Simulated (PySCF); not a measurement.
C₆H₁₀FN.
Z-matrix (Å and degrees, GFN2-xTB geometry), rows numbered from 1:
```
C 
C   1  1.3192
C   2  1.4960  1  124.34
C   3  1.5287  2  111.37  1   120.77
F   4  1.3833  3  109.51  2    60.81
C   4  1.5339  3  112.64  2  -178.78
N   6  1.4323  4  109.71  3   -51.23
C   7  1.2499  6  120.15  4  -115.76
H   1  1.0764  2  122.00  3   179.89
H   1  1.0782  2  121.80  3     0.57
H   2  1.0816  1  120.72  3   179.28
H   3  1.0923  2  110.04  1  -120.01
H   3  1.0902  2  110.69  1     0.05
H   4  1.0982  3  110.96  2   -55.25
H   6  1.0931  4  108.15  3    66.14
H   6  1.1029  4  108.79  3  -175.07
H   8  1.0797  7  118.39  6   178.63
H   8  1.0958  7  124.42  6    -1.59
```

Vertical excitations from PySCF (density fitting, frozen core in the response, grid level 2 and gas phase unless stated; continuum runs use non-equilibrium linear response for the excitations) on a GFN2-xTB geometry. Reference run:

```
                              settings    S1, eV (f)    S2, eV (f)    S3, eV (f)    S4, eV (f)    S5, eV (f)    S6, eV (f)  T1, eV (Tamm–Dancoff)  mean α (au)
PBE0/def2-SVPD, full TDDFT, 6 singlets  4.88 (0.003)  6.28 (0.030)  6.94 (0.144)  7.11 (0.002)  7.36 (0.097)  7.45 (0.262)                   4.05         83.3
```

Problem. What do these settings give: wB97X-D/def2-SVPD, IEF-PCM dimethylsulfoxide, energy threshold 1e-08 Eh, full TDDFT, 3 singlets?

Solution. 
```
                                                                                       settings    S1, eV (f)    S2, eV (f)    S3, eV (f)  S4, eV (f)  S5, eV (f)  S6, eV (f)  T1, eV (Tamm–Dancoff)  mean α (au)
wB97X-D/def2-SVPD, IEF-PCM dimethylsulfoxide, energy threshold 1e-08 Eh, full TDDFT, 3 singlets  5.06 (0.003)  7.28 (0.763)  7.60 (0.011)           –           –           –                   4.35        109.4
```

S1 moves by +0.18 eV; functional and environment change together, so the shift can't be laid on one. States are counted by energy in each run and needn't keep their character from row to row.

Problem. Give the leading configurations of S1 (H = HOMO, L = LUMO) and the HOMO–LUMO gap of each run.

Solution. 
| settings | S1 configurations (weight) | S1 (eV) | orbital gap (eV) | S1 − gap (eV) |
| --- | --- | --- | --- | --- |
| PBE0/def2-SVPD, full TDDFT, 6 singlets | H→L 0.69, H−1→L 0.29 | 4.88 | 6.76 | -1.88 |
| wB97X-D/def2-SVPD, IEF-PCM dimethylsulfoxide, energy threshold 1e-08 Eh, full TDDFT, 3 singlets | H→L 0.61, H−1→L 0.34 | 5.06 | 10.65 | -5.59 |

Geometry: GFN2-xTB, one conformer.

The pairwise dispersion term of wB97X-D wasn't added to the energies; at a given geometry it leaves orbitals and properties as they are.
